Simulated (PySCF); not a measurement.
```json
{"wavenumber (cm⁻¹)": "0", "absorption (km/mol per cm⁻¹)": "0.023"}
{"wavenumber (cm⁻¹)": "17", "absorption (km/mol per cm⁻¹)": "0.028"}
{"wavenumber (cm⁻¹)": "35", "absorption (km/mol per cm⁻¹)": "0.035"}
{"wavenumber (cm⁻¹)": "52", "absorption (km/mol per cm⁻¹)": "0.046"}
{"wavenumber (cm⁻¹)": "69", "absorption (km/mol per cm⁻¹)": "0.063"}
{"wavenumber (cm⁻¹)": "87", "absorption (km/mol per cm⁻¹)": "0.092"}
{"wavenumber (cm⁻¹)": "104", "absorption (km/mol per cm⁻¹)": "0.145"}
{"wavenumber (cm⁻¹)": "121", "absorption (km/mol per cm⁻¹)": "0.264"}
{"wavenumber (cm⁻¹)": "139", "absorption (km/mol per cm⁻¹)": "0.605"}
{"wavenumber (cm⁻¹)": "156", "absorption (km/mol per cm⁻¹)": "2.009"}
{"wavenumber (cm⁻¹)": "173", "absorption (km/mol per cm⁻¹)": "2.905"}
{"wavenumber (cm⁻¹)": "190", "absorption (km/mol per cm⁻¹)": "0.838"}
{"wavenumber (cm⁻¹)": "208", "absorption (km/mol per cm⁻¹)": "0.330"}
{"wavenumber (cm⁻¹)": "225", "absorption (km/mol per cm⁻¹)": "0.172"}
{"wavenumber (cm⁻¹)": "242", "absorption (km/mol per cm⁻¹)": "0.105"}
{"wavenumber (cm⁻¹)": "260", "absorption (km/mol per cm⁻¹)": "0.072"}
{"wavenumber (cm⁻¹)": "277", "absorption (km/mol per cm⁻¹)": "0.052"}
{"wavenumber (cm⁻¹)": "294", "absorption (km/mol per cm⁻¹)": "0.040"}
{"wavenumber (cm⁻¹)": "312", "absorption (km/mol per cm⁻¹)": "0.032"}
{"wavenumber (cm⁻¹)": "329", "absorption (km/mol per cm⁻¹)": "0.027"}
{"wavenumber (cm⁻¹)": "346", "absorption (km/mol per cm⁻¹)": "0.023"}
{"wavenumber (cm⁻¹)": "364", "absorption (km/mol per cm⁻¹)": "0.020"}
{"wavenumber (cm⁻¹)": "381", "absorption (km/mol per cm⁻¹)": "0.018"}
{"wavenumber (cm⁻¹)": "398", "absorption (km/mol per cm⁻¹)": "0.017"}
{"wavenumber (cm⁻¹)": "416", "absorption (km/mol per cm⁻¹)": "0.016"}
{"wavenumber (cm⁻¹)": "433", "absorption (km/mol per cm⁻¹)": "0.015"}
{"wavenumber (cm⁻¹)": "450", "absorption (km/mol per cm⁻¹)": "0.015"}
{"wavenumber (cm⁻¹)": "468", "absorption (km/mol per cm⁻¹)": "0.014"}
{"wavenumber (cm⁻¹)": "485", "absorption (km/mol per cm⁻¹)": "0.014"}
{"wavenumber (cm⁻¹)": "502", "absorption (km/mol per cm⁻¹)": "0.015"}
{"wavenumber (cm⁻¹)": "520", "absorption (km/mol per cm⁻¹)": "0.015"}
{"wavenumber (cm⁻¹)": "537", "absorption (km/mol per cm⁻¹)": "0.016"}
{"wavenumber (cm⁻¹)": "554", "absorption (km/mol per cm⁻¹)": "0.017"}
{"wavenumber (cm⁻¹)": "571", "absorption (km/mol per cm⁻¹)": "0.018"}
{"wavenumber (cm⁻¹)": "589", "absorption (km/mol per cm⁻¹)": "0.019"}
{"wavenumber (cm⁻¹)": "606", "absorption (km/mol per cm⁻¹)": "0.021"}
{"wavenumber (cm⁻¹)": "623", "absorption (km/mol per cm⁻¹)": "0.023"}
{"wavenumber (cm⁻¹)": "641", "absorption (km/mol per cm⁻¹)": "0.026"}
{"wavenumber (cm⁻¹)": "658", "absorption (km/mol per cm⁻¹)": "0.030"}
{"wavenumber (cm⁻¹)": "675", "absorption (km/mol per cm⁻¹)": "0.034"}
{"wavenumber (cm⁻¹)": "693", "absorption (km/mol per cm⁻¹)": "0.041"}
{"wavenumber (cm⁻¹)": "710", "absorption (km/mol per cm⁻¹)": "0.049"}
{"wavenumber (cm⁻¹)": "727", "absorption (km/mol per cm⁻¹)": "0.060"}
{"wavenumber (cm⁻¹)": "745", "absorption (km/mol per cm⁻¹)": "0.076"}
{"wavenumber (cm⁻¹)": "762", "absorption (km/mol per cm⁻¹)": "0.100"}
{"wavenumber (cm⁻¹)": "779", "absorption (km/mol per cm⁻¹)": "0.137"}
{"wavenumber (cm⁻¹)": "797", "absorption (km/mol per cm⁻¹)": "0.201"}
{"wavenumber (cm⁻¹)": "814", "absorption (km/mol per cm⁻¹)": "0.321"}
{"wavenumber (cm⁻¹)": "831", "absorption (km/mol per cm⁻¹)": "0.590"}
{"wavenumber (cm⁻¹)": "849", "absorption (km/mol per cm⁻¹)": "1.374"}
{"wavenumber (cm⁻¹)": "866", "absorption (km/mol per cm⁻¹)": "4.623"}
{"wavenumber (cm⁻¹)": "883", "absorption (km/mol per cm⁻¹)": "6.136"}
{"wavenumber (cm⁻¹)": "901", "absorption (km/mol per cm⁻¹)": "1.761"}
{"wavenumber (cm⁻¹)": "918", "absorption (km/mol per cm⁻¹)": "0.699"}
{"wavenumber (cm⁻¹)": "935", "absorption (km/mol per cm⁻¹)": "0.364"}
{"wavenumber (cm⁻¹)": "952", "absorption (km/mol per cm⁻¹)": "0.221"}
{"wavenumber (cm⁻¹)": "970", "absorption (km/mol per cm⁻¹)": "0.148"}
{"wavenumber (cm⁻¹)": "987", "absorption (km/mol per cm⁻¹)": "0.106"}
{"wavenumber (cm⁻¹)": "1004", "absorption (km/mol per cm⁻¹)": "0.080"}
{"wavenumber (cm⁻¹)": "1022", "absorption (km/mol per cm⁻¹)": "0.062"}
```

This is the computed harmonic infrared spectrum of quartet NiO₂⁻, Lorentzian lines of 26 cm⁻¹ full width. Level of theory: UPBE0/[Ni def2-TZVPD, O def2-TZVPD], no relativity, density fitting, PySCF.

Task: Which bands make it up, and how are they assigned?

Result: In D∞h symmetry, counting bands above 1 % of the strongest: 167 cm⁻¹ (πu, bend, 144 km/mol); 877 cm⁻¹ (σu+, stretch, 316 km/mol).

This need not be the most stable arrangement of these atoms. With open d or f shells other occupations or spin states may lie lower. The lowest empty level of this anion is unbound, so it and the gap depend on the basis.
